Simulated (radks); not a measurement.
Task: Numerical settings for neutral lutetium, [Xe] 4f14 5d1 6s2. All-electron calculation, scalar-relativistic Kohn-Sham, PBE, spin-polarised, spherical densities, finite nucleus; open shells are filled with parallel spins first (spin-orbit coupling, left out, can overturn this in heavy ions); Fermi nuclear charge, rms radius 5.37 fm. Program: a radial shooting solver on a logarithmic mesh with Libxc functionals. The defaults (mesh step 0.008 in ln r, mesh end at 40 bohr or more with all orbitals vanishing there, Anderson mixing 0.5 over 9 steps, residual threshold near 1e-9 with the energy settled to 1e-9 hartree or 1e-11 of itself, here a cap of 61 iterations) give E = -14561.4752 hartree and 5d at -1.951 eV in 17 iterations. Run on one thread of a shared host, so times are rough (Arm Neoverse N1): 0.44 s of CPU time, 0.44 s wall, 17 iterations on 2440 mesh points. One setting is changed at a time: mesh step in ln r 0.012; mesh step in ln r 0.08; mesh step in ln r 0.02; mesh end (bohr) 3; mesh end (bohr) 20; residual threshold 1e-13; residual threshold 0.001; mixing 0.2; linear mixing, mixing 0.5; linear mixing, mixing 1; mixing history 3; iteration cap 2. Which runs fail to converge, and which converge to a wrong energy?

Result: Not converged within the cap: mesh step in ln r 0.08; linear mixing, mixing 0.5; linear mixing, mixing 1; iteration cap 2. Settled on a wrong energy, with an occupied level pushed above zero by the early mesh end: mesh end (bohr) 3 (+2.88 hartree). Apart from these: no run marked as converged misses the energy by more than 1 mhartree.
